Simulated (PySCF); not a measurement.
# What a mistake does to a calculation on Ge2H7NSi

These are calculations, not measurements. They come from PySCF 2.14.0, an open-source quantum chemistry program, on an isolated molecule that a program drew, which may never have been made. The molecule is Ge2H7NSi (charge 0, singlet), drawn as the SMILES string `[GeH3][N]=[SiH][GeH3]`.

Each row is a Hartree-Fock (HF) and frozen-core CCSD(T) single point in the cc-pV(D+d)Z basis, meant for a local HF minimum. Run 1 is clean. Each other run has one planted mistake out of seven kinds, and not every kind appears here: one electron removed, one electron added, multiplicity raised by two, geometry at a saddle point, minimal basis STO-3G, one bond length entered in bohr, all coordinates scaled. The reference is restricted for singlets and unrestricted otherwise, and also for a bond in bohr. Adding or removing an electron swaps singlet and doublet. Electrons count all cores. HOMO and LUMO are orbital energies over both spins, the gradient is its largest component, and the lowest frequency (negative if imaginary) is given only where the gradient is small. Bond lengths are over the 10 bonds as drawn. T1 is the CCSD diagnostic: over 0.02 (restricted) or 0.045 (unrestricted) a single reference is doubtful. Germanium has the cc-pVDZ-PP basis, with a core potential (ECP10MDF) in place of its 10 inner electrons, and its 3s, 3p and 3d shells are frozen in CCSD(T).

Geometry of the clean run:
```xyz
11
Ge2H7NSi, angstrom
Ge   -2.3447   -2.4056   -2.9174
N    -0.8365   -1.3973   -2.8971
Si    0.4195   -0.9868   -2.0577
Ge    1.0294   -1.7293    0.1529
H    -3.5589   -1.4874   -3.0967
H    -2.5301   -3.2107   -1.6166
H    -2.2738   -3.3895   -4.0907
H     1.4014   -0.0312   -2.6175
H     1.1452   -0.5133    1.0780
H    -0.0168   -2.6977    0.6996
H     2.3954   -2.4210    0.0923
```

| run | electrons | basis functions | <S^2> | HOMO (eV) | LUMO (eV) | gradient (hartree/bohr) | lowest frequency (cm^-1) | mean bond (Å) | longest bond (Å) | T1 | HF (hartree) | CCSD(T) (hartree) | mistake |
|---|---|---|---|---|---|---|---|---|---|---|---|---|---|
| 1 | 92 | 118 | 0.000 | -9.64 | 1.44 | 4.2e-06 | 36 | 1.6468 | 2.410 | 0.0175 | -934.17833 | -934.71520 | no fault |
| 2 | 92 | 118 | 2.028 | -6.00 | 0.28 | 1.2e-01 | - | 1.6468 | 2.410 | 0.0294 | -934.09712 | -934.59934 | multiplicity raised by two |
| 3 | 93 | 118 | 0.773 | -0.41 | 7.69 | 7.1e-02 | - | 1.6468 | 2.410 | 0.0171 | -934.15794 | -934.70389 | ? |
| 4 | 92 | 118 | 0.000 | -9.59 | 1.38 | 1.3e-02 | - | 1.6715 | 2.447 | 0.0180 | -934.17590 | -934.71638 | ? |

**Which mistake was planted in run 3, and what did it cost?**

It counts 93 electrons, one more than the clean run, at the same geometry and basis. So the mistake is: one electron added. Subtracting run 1 and multiplying by 627.51 kcal/mol a hartree, the energy moved by 12.8 kcal/mol in HF and 7.1 kcal/mol in CCSD(T).

**Which mistake was planted in run 4, and what did it cost?**

The mean and the longest bond both change by the same factor, 1.015, and the gradient is no longer small. So the mistake is: all coordinates scaled. Subtracting run 1 and multiplying by 627.51 kcal/mol a hartree, the energy moved by 1.5 kcal/mol in HF and -0.7 kcal/mol in CCSD(T).

Cautions from the logs. Run 3: the added electron raises the CCSD(T) energy, so it isn't bound in this basis.
